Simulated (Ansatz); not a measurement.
`P[SiH2][SeH]` + H₂ → PH₃ + `[SiH3][SeH]`  (hydrogenolysis of a P–Si bond)

Gas-phase electronic energies from Ansatz, PBE0-D4/def2-TZVP geometries. CCSD(T)/CBS is the MP2 limit (def2-TZVPP, def2-QZVPP) plus CCSD(T) − MP2 in def2-TZVPP, frozen cores. This one scheme is used for every species. Functionals use def2-TZVPP. B3LYP here is the variant with VWN-RPA as its local correlation; programs differ in this. HSE06 is defined as in plane-wave codes. For Se outer-core shells are correlated without core-valence functions, which leaves a few kJ/mol of doubt a bond. Scalar relativity is left out up to krypton. One conformer a species, not always the lowest.

```csv
level,ΔE (kcal/mol),difference from CCSD(T)/CBS
LDA (SPW92),2.4,1.2
PBE-D4,3.5,2.3
revPBE-D4,4.5,3.3
BLYP-D4,1.7,0.5
PBE0-D4,2.3,1.1
B3LYP-D4,0.7,-0.5
r2SCANh-D4,2.0,0.8
r2SCAN0-D4,1.5,0.3
HSE06-D4,2.3,1.1
BHLYP-D4,-0.7,-1.9
CAM-B3LYP-D4,-1.2,-2.4
ωB97X-V,0.0,-1.2
ωB97M-V,0.1,-1.1
B2PLYP,-1.0,-2.2
PBE-QIDH,1.0,-0.2
PBE,1.7,0.5
revPBE,1.0,-0.2
BLYP,-1.9,-3.1
r2SCAN,1.8,0.6
PBE0,0.7,-0.5
B3LYP,-2.3,-3.5
r2SCANh,1.5,0.3
r2SCAN0,0.9,-0.3
HSE06,0.8,-0.4
BHLYP,-3.5,-4.7
CAM-B3LYP,-2.9,-4.1
LC-ωPBE,-0.4,-1.6
HF/def2-SVP,-8.3,-9.5
MP2/def2-SVP,-1.7,-2.9
CCSD/def2-SVP,-4.5,-5.7
CCSD(T)/def2-SVP,-3.6,-4.8
HF/def2-TZVPP,-6.8,-8.0
SCS-MP2/def2-TZVPP,-0.6,-1.8
CCSD/def2-TZVPP,-1.6,-2.8
HF/def2-QZVPP,-6.8,-8.0
MP2/def2-QZVPP,2.5,1.3
SCS-MP2/def2-QZVPP,0.2,-1.0
HF/CBS(def2),-6.8,-8.0
MP2/CBS(def2),3.1,1.9
CCSD/CBS(def2),-0.2,-1.4
CCSD(T)/CBS,1.2,0
```

Largest T1 diagnostic among the species: 0.013.

At CCSD(T), def2-SVP lies −4.8 kcal/mol from the extrapolated value and def2-TZVPP −1.4 kcal/mol. From PBE to PBE0 (25 % exact exchange), in def2-TZVPP and without D4, ΔE moves by −1.0 kcal/mol. Leaving LDA and LC-ωPBE aside and taking each functional with its dispersion term where it has one, the values spread over 5.7 kcal/mol, from CAM-B3LYP-D4 to revPBE-D4. LDA lies +0.8 kcal/mol from PBE without D4.
